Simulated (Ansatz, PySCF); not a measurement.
Gas-phase reaction R1 + R2 → P1 + P2, each structure at its B3LYP-D3(BJ)/def2-TZVP stationary point, reached from a drawn start (curvature not checked).
R1, O3 (SMILES O=[O+][O-]) (charge 0, multiplicity 1):
```csv
atom,x (Å),y (Å),z (Å)
O,0.0000,0.0000,-0.4286
O,1.0761,0.0000,0.2143
O,-1.0761,0.0000,0.2143
```
P1: O2 (SMILES O=O), charge 0, multiplicity 3.
P2: O4Ru (SMILES [O]=[Ru](=[O])(=[O])=[O]), charge 0, multiplicity 1.
R2, O3Ru (SMILES [O]=[Ru](=[O])=[O]) (charge 0, multiplicity 1, Z-matrix in Å and degrees):
```
Ru
O 1 1.6742
O 1 1.6742 2 120.00
O 1 1.6742 2 120.00 3 180.00
```

```json
[
 {"level": "HF/def2-SVP", "reaction energy (kJ/mol)": "-235.9", "cost": "-"},
 {"level": "revPBE-D3(BJ)/def2-TZVPP", "reaction energy (kJ/mol)": "-338.9", "cost": "×1"},
 {"level": "r2SCAN/def2-TZVPP", "reaction energy (kJ/mol)": "-374.3", "cost": "×2"},
 {"level": "r2SCAN-D3(BJ)/def2-TZVPP", "reaction energy (kJ/mol)": "-374.9", "cost": "×2"},
 {"level": "B3LYP/def2-TZVPP", "reaction energy (kJ/mol)": "-310.7", "cost": "×2"},
 {"level": "PBE0-D4/def2-TZVPP", "reaction energy (kJ/mol)": "-320.1", "cost": "×1"},
 {"level": "M06-2X/def2-TZVPP", "reaction energy (kJ/mol)": "-272.1", "cost": "-"},
 {"level": "CAM-B3LYP/def2-TZVPP", "reaction energy (kJ/mol)": "-292.0", "cost": "×2"},
 {"level": "CAM-B3LYP-D3(BJ)/def2-TZVPP", "reaction energy (kJ/mol)": "-294.1", "cost": "×2"},
 {"level": "CAM-B3LYP-D4/def2-TZVPP", "reaction energy (kJ/mol)": "-294.3", "cost": "×2"},
 {"level": "MP2/def2-QZVPP", "reaction energy (kJ/mol)": "-462.0", "cost": "-"},
 {"level": "SCS-MP2/def2-SVP", "reaction energy (kJ/mol)": "-401.7", "cost": "-"},
 {"level": "CCSD/def2-TZVPP", "reaction energy (kJ/mol)": "-250.7", "cost": "-"},
 {"level": "CCSD(T)/def2-QZVPP", "reaction energy (kJ/mol)": "-293.8", "cost": "×70*"}
]
```

P less R. No zero-point or thermal terms; singlets are restricted closed shells; open shells are unrestricted; no spin–orbit coupling. The spin states of the d-block species are the ones drawn and need not be the lowest.

Correlated levels freeze the cores.

Doubts at one or more of the structures used: other coupled-cluster roots may lie near (CCSD/def2-TZVPP).

Run with Ansatz (a quantum-chemistry and plane-wave program); PySCF for M06-2X and the D3/D4 terms. All values are computed, each at the level named. Elements past Kr take the def2 small-core potentials, without spin–orbit coupling.

Costs are rough ratios of core time to PBE/def2-TZVPP (about 6 s over the structures, on one shared machine); a dash marks a level with no comparable run of its own. A star marks coupled-cluster runs past 200 virtual orbitals, where the program's memory plan changes under this machine's limit, so their costs aren't comparable with smaller runs.
